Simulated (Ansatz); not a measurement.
One change: `[SiH]Cl` becomes `[Cl][GeH]`.

Ansatz, PBE0-D4/def2-TZVP geometries, multiplicity 1. 

Scalar relativity is left out up to krypton.

```json
{"property": "HOMO–LUMO gap (PBE/def2-TZVPP) / eV", "`[SiH]Cl`": "2.09"}
{"property": "LUMO energy (ωB97M-V/def2-TZVPP) / eV", "`[SiH]Cl`": "-0.94"}
{"property": "HOMO–LUMO gap (ωB97M-V/def2-TZVPP) / eV", "`[SiH]Cl`": "8.13"}
{"property": "zero-point energy (PBE0-D4/def2-TZVP) / kJ/mol", "`[SiH]Cl`": "20.1"}
{"property": "HOMO energy (PBE/def2-TZVPP) / eV", "`[SiH]Cl`": "-5.89"}
{"property": "ideal-gas entropy at 298 K and 1 bar (rigid rotor, harmonic PBE0-D4/def2-TZVP) / J/(mol·K)", "`[SiH]Cl`": "251"}
```

Question: What does the change do to each property? (Estimate.)

Answer: Ansatz gave: 
```csv
property,`[Cl][GeH]`,shift
HOMO–LUMO gap (PBE/def2-TZVPP) / eV,2.20,0.11
LUMO energy (ωB97M-V/def2-TZVPP) / eV,-1.06,-0.12
HOMO–LUMO gap (ωB97M-V/def2-TZVPP) / eV,8.22,0.09
zero-point energy (PBE0-D4/def2-TZVP) / kJ/mol,18.2,-1.9
HOMO energy (PBE/def2-TZVPP) / eV,-6.05,-0.16
"ideal-gas entropy at 298 K and 1 bar (rigid rotor, harmonic PBE0-D4/def2-TZVP) / J/(mol·K)",264,13
```

With PBE0 the HOMO falls by 0.17 eV and the LUMO falls by 0.08 eV, so the gap widens by about 0.09 eV. PBE moves the HOMO by -0.16 eV and ωB97M-V by -0.21 eV.
